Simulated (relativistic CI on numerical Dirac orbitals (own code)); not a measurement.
Calculated at this level of theory: Dirac-Coulomb-Breit CI, separate exchange-only KLI orbitals for each configuration, model QED (radiative potential, 1s self-energy scaled to tabulated hydrogen-like ionisation energies), unscaled Slater integrals (own radial code, finite nucleus).

The strongest absorption lines from the ground level of an ion, among the configurations computed and to levels below about 1140 eV (vacuum wavelength in nm, gf): 1.1401 (0.11), 3.9255 (0.25), 3.9822 (1.6), 4.0733 (0.56), 4.5103 (0.85), 5.1920 (0.3), 5.3870 (0.88), 5.5389 (0.33).

Task: Which ion is it?
A. I34+
B. Pr40+
C. Ba37+
D. Ba35+

Result: C. Ba37+ has 19 electrons and the ground level 3s2 3p6 3d 2D_3/2; the strongest line goes to 3s2 3p5 3d2 2D°_3/2. The pattern of lines fixes the number of electrons, and along that sequence the line energies rise steadily with the charge (about as its square where n changes within one kind of shell, about linearly where n is kept but much faster in heavy ions where fine structure, which grows about as Z⁴, sets the gap, and irregularly where shells cross), which fixes Z. Configurations outside the model, such as inner-shell arrays, can give stronger lines. At this charge energies of transitions that change n are usually good to better than 1 %, and those within a shell (Δn = 0) to a few per cent.

LS names give the leading component of a level, which can be under half, so a name can repeat, a term be missing and a line seem to break the LS rules.
